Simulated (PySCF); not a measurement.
One change to the structure, seen by NMR

Starting compound: `C#C[SiH2]O[Si](C)(C)NC`, C₅H₁₃NOSi₂.

1H NMR (500 MHz, computed): δ 5.16 (d, 2H), 2.66 (s, 3H), 1.99 (t, 1H), 0.20 (br s, 1H), 0.16 (s, 6H). 13C{1H} NMR (computed): δ 102.6 (CH), 90.7 (C), 29.5 (CH3), 1.3 (CH3).

Computed data (PySCF): NMR shieldings at PBE0/pcSseg-1/GIAO, geometry from GFN2-xTB. Non-relativistic, in vacuum, single conformer, one averaged value for each set of equivalent atoms.

Chemical shifts δ = σref − σ; 1H (σ = 31.72 ppm) and 13C (σ = 186.93 ppm) vs TMS, all at this level. Where no couplings were computed, multiplicities follow the n + 1 count of equivalent neighbours, and m marks all less simple cases (inequivalent or close neighbours, rings, F or P nearby). Shifts are as computed. Against solution values, carbons near 30 ppm lie about +3 ppm off and those near 130 ppm about +5 ppm. Of 1309 compounds with measured shifts, 239 miss one by over three times the rms of a fit or turn the order of signals round; such compounds aren't used in these exercises. OH and NH positions are gas-phase values without hydrogen bonding to other molecules.

Product 1. 1H NMR (500 MHz, computed): δ 5.17 (m, 1H), 5.14 (m, 1H), 3.31 (s, 3H), 2.70 (s, 3H), 2.02 (m, 1H), 0.31 (s, 3H), 0.18 (br s, 1H). 13C{1H} NMR (computed): δ 103.4 (CH), 90.4 (C), 29.6 (CH3), 6.1 (CH3).

Product 2. 1H NMR (500 MHz, computed): δ 5.32 (m, 1H), 5.24 (q, 1H), 5.18 (m, 1H), 2.84 (s, 3H), 1.99 (m, 1H), 0.15 (d, 3H), 0.14 (br s, 1H). 13C{1H} NMR (computed): δ 102.2 (CH), 90.5 (C), 29.8 (CH3), 0.3 (CH3).

Product 3. 1H NMR (500 MHz, computed): δ 5.16 (d, 2H), 4.71 (s, 3H), 2.02 (t, 1H), 0.28 (s, 6H), 0.16 (br s, 1H). 13C{1H} NMR (computed): δ 102.9 (CH), 90.4 (C), 2.4 (CH3).

Each product comes from one edit: terminal C group replaced by H (`C#C[SiH2]O[Si@@H](C)NC`); C replaced by Si (`C#C[SiH2]O[Si@](C)([SiH3])NC`); C replaced by Si (`C#C[SiH2]O[Si](C)(C)N[SiH3]`). Which is which?

## Answers


- Product 1: C replaced by Si, C#C[SiH2]O[Si@](C)([SiH3])NC. δC 29.6: methyl carbon bonded to N; pulled downfield by the heteroatom. δC 6.1: methyl carbon bonded to Si; an electropositive neighbour leaves it electron-rich and shielded.
- Product 2: terminal C group replaced by H, C#C[SiH2]O[Si@@H](C)NC. δC 29.8: methyl carbon bonded to N; deshielded by the electronegative neighbour. δH 0.14: hydrogen on a nitrogen bonded to C, Si; labile proton, position sensitive to the medium.
- Product 3: C replaced by Si, C#C[SiH2]O[Si](C)(C)N[SiH3]. δC 2.4: methyl carbon bonded to Si; an electropositive neighbour leaves it electron-rich and shielded. δH 0.16: hydrogen on a nitrogen bonded to 2 Si; exchangeable, gas-phase position.
